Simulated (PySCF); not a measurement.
How the method moves the HOMO and LUMO of `C/C=C/O[SiH3]`

Compound: C₃H₈OSi.
Z-matrix (Å and degrees, PBE0-D3(BJ)/def2-SVP geometry), rows numbered from 1:
```
C 
C   1  1.4929
C   2  1.3378  1  123.74
O   3  1.3510  2  126.74  1   179.93
Si  4  1.6789  3  126.81  2    -2.28
H   1  1.1030  2  111.59  3  -120.72
H   1  1.1030  2  111.57  3   120.08
H   1  1.1005  2  111.43  3    -0.32
H   2  1.0978  1  117.13  3  -179.92
H   3  1.0963  2  121.43  1    -0.08
H   5  1.4858  4  105.24  3  -178.11
H   5  1.4936  4  110.46  3   -58.61
H   5  1.4936  4  110.65  3    62.43
```

Basis pcSseg-2 throughout (PySCF), one geometry. Isolated species at its PBE0-D3(BJ)/def2-SVP geometry (one conformer only).

Q: How do the orbital energies, the gap and the dipole change with the method?

A: 
| method | kind | HOMO (eV) | LUMO (eV) | gap (eV) | μ (D) | SCF cycles |
| --- | --- | --- | --- | --- | --- | --- |
| BLYP | GGA | -5.31 | -0.59 | 4.71 | 0.70 | 16 |
| OPBE | GGA | -5.39 | -0.55 | 4.84 | 0.65 | 16 |
| B97-D | GGA | -5.40 | -0.55 | 4.85 | 0.69 | 16 |
| PBE | GGA | -5.44 | -0.72 | 4.72 | 0.69 | 16 |
| KT3 | GGA | -5.46 | -0.75 | 4.71 | 0.66 | 16 |
| KT2 | GGA | -5.46 | -0.83 | 4.64 | 0.69 | 16 |
| BP86 | GGA | -5.54 | -0.72 | 4.82 | 0.70 | 15 |
| LDA | LDA | -5.60 | -0.95 | 4.65 | 0.77 | 15 |
| B97-2 | global hybrid | -6.33 | 0.15 | 6.48 | 0.73 | 14 |
| B3LYP | global hybrid | -6.38 | -0.10 | 6.29 | 0.75 | 14 |
| PBE0 | global hybrid | -6.58 | 0.12 | 6.70 | 0.74 | 14 |
| mPW1PW91 | global hybrid | -6.61 | 0.11 | 6.72 | 0.75 | 14 |
| BHandHLYP | global hybrid | -7.61 | 0.91 | 8.52 | 0.80 | 13 |
| CAM-B3LYP | range-separated hybrid | -7.91 | 1.03 | 8.94 | 0.79 | 13 |
| wB97X-D | range-separated hybrid | -8.42 | 1.85 | 10.27 | 0.76 | 14 |
| HF | Hartree–Fock | -9.14 | 2.77 | 11.91 | 0.80 | 11 |
| LC-wPBE | range-separated hybrid | -9.25 | 2.16 | 11.41 | 0.80 | 13 |

The HOMO spans 3.94 eV, from BLYP down to LC-wPBE, and the gap runs from 4.64 eV (KT2) to 11.91 eV (HF). Over the methods BLYP (0 %), OPBE (0 %), B97-D (0 %), PBE (0 %), KT3 (0 %), KT2 (0 %), BP86 (0 %), LDA (0 %), B97-2 (21 %), B3LYP (20 %), PBE0 (25 %), mPW1PW91 (25 %), BHandHLYP (50 %), HF (100 %), a straight line through the gap against the share of exact exchange rises by 0.73 eV for each 10 % (correlation coefficient 0.999). The dipole ranges from 0.65 D (OPBE) to 0.80 D (HF). This basis has no diffuse functions.

The vertical ΔSCF ionisation energy at B3LYP/def2-SVPD is 8.69 eV; −ε(HOMO) comes closest to it with wB97X-D (8.42 eV).
